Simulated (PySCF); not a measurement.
Atoms are numbered as in `[F:1][CH:2]([F:3])[C:4]([SiH3:5])([SiH3:6])[SiH3:7]` (H(Xn): hydrogen on atom n).

[PySCF: σ from GIAO-PBE0/pcSseg-1; GFN2-xTB geometry; rapidly exchanging positions averaged; isolated molecule; non-relativistic; a single conformation]

Shifts are taken against calculated references (same method and geometry level): 13C (186.93 ppm), 1H (31.72 ppm), 29Si (349.16 ppm) against TMS; 19F (170.95 ppm) vs CFCl3.

```tsv
atoms	nucleus	count	δ (ppm)
H(C2)	1H	1	?
H(Si5)/H(Si6)/H(Si7)	1H	9	?
Si5/Si6/Si7	29Si	3	-69.4
F1/F3	19F	2	-113.2
C2	13C	1	125.4
C4	13C	1	6.7
```

Q: Fill in the missing shifts.

A: 
- H(C2): 6.27 ppm, hydrogen on an sp3 CH bonded to 2 F; its carbon carries F, which withdraws density
- H(Si5)/H(Si6)/H(Si7): 4.06 ppm, hydrogen on a silicon bonded to C

Shifts are as computed. Against solution values, carbons near 30 ppm lie about +3 ppm off and those near 130 ppm about +5 ppm. Of 1309 compounds with measured shifts, 239 miss one by over three times the rms of a fit or turn the order of signals round; such compounds aren't used in these exercises. Unscaled 19F shifts against computed CFCl3 carry errors that often reach 10 to 50 ppm.
